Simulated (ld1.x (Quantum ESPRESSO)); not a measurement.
## Scattering properties, TM potential for Gd

| Quantity | Value |
| --- | --- |
| Element | Gd |
| Generator | ld1.x (Quantum ESPRESSO) 7.5 |
| Type | norm-conserving Troullier–Martins (Kleinman–Bylander form) |
| Functional | PBE |
| Relativity | scalar-relativistic |
| Frozen core | [Kr] 4d10 4f7 |
| Valence charge | 11 |
| Reference configuration | 5s2 5p6 5d1 6s2 6p0 |
| Partial waves | 5p (bound): rc 1.60 bohr; 5d (bound): rc 3.30 bohr; 5s (bound): rc 1.35 bohr |
| Local potential | the s channel |
| Core correction | none |

Occupied shells without a wave of their own: 6s. They enter only through the test configuration that unscreens the potential.

The phase is arctan(r·u′/u) with u = r·R(r), unwrapped; energies in Ry, scanned from -6 to 5 Ry. A pole is an energy at which the radial function vanishes at the test radius. The pseudo phase is shifted by a multiple of π to meet the all-electron one at the reference energy, and phase errors are pseudo minus all-electron; the curves can meet again beyond the range given. Levels narrower than the energy grid can be missing from the lists of poles.

```json
{"channel": "s", "radius (bohr)": "3.61", "reference energy (Ry)": "-3.66", "poles, all-electron": "-3.64, 0.86", "poles, pseudo": "-3.64, 0.83", "unbroken range about the reference energy with phases within 0.05 rad": "below 2.4", "phase error 1 Ry above the reference energy (rad)": "-0.000"}
{"channel": "p", "radius (bohr)": "3.61", "reference energy (Ry)": "-2.00", "poles, all-electron": "-1.98, 1.75", "poles, pseudo": "-1.98, 1.73", "unbroken range about the reference energy with phases within 0.05 rad": "below 3.5", "phase error 1 Ry above the reference energy (rad)": "-0.000"}
{"channel": "d", "radius (bohr)": "3.61", "reference energy (Ry)": "-0.19", "poles, all-electron": "0.12, 3.42", "poles, pseudo": "0.12, 3.50", "unbroken range about the reference energy with phases within 0.05 rad": "below 1.4", "phase error 1 Ry above the reference energy (rad)": "+0.004"}
```

Phases in the s channel:

```csv
E (Ry),all-electron,pseudo
-6.00,1.451,1.451
-5.74,1.448,1.448
-5.48,1.445,1.445
-5.22,1.441,1.441
-4.96,1.437,1.437
-4.70,1.433,1.433
-4.44,1.428,1.428
-4.18,1.422,1.422
-3.92,1.413,1.413
-3.66,-0.226,-0.259
-3.40,-1.732,-1.732
-3.14,-1.743,-1.743
-2.88,-1.754,-1.754
-2.62,-1.766,-1.766
-2.36,-1.780,-1.780
-2.10,-1.799,-1.799
-1.84,-1.822,-1.822
-1.58,-1.854,-1.854
-1.32,-1.901,-1.901
-1.06,-1.977,-1.978
-0.80,-2.121,-2.124
-0.54,-2.486,-2.499
-0.28,-3.486,-3.520
-0.02,-4.245,-4.261
0.24,-4.503,-4.512
0.50,-4.621,-4.628
0.76,-4.691,-4.697
1.02,-4.742,-4.749
1.28,-4.786,-4.793
1.54,-4.828,-4.837
1.80,-4.875,-4.888
2.06,-4.936,-4.956
2.32,-5.029,-5.066
2.58,-5.202,-5.294
2.84,-5.641,-5.930
3.10,-6.661,-6.974
3.36,-7.301,-7.415
3.62,-7.531,-7.585
3.88,-7.639,-7.672
4.14,-7.702,-7.726
4.40,-7.745,-7.763
4.66,-7.775,-7.791
4.92,-7.800,-7.814
```
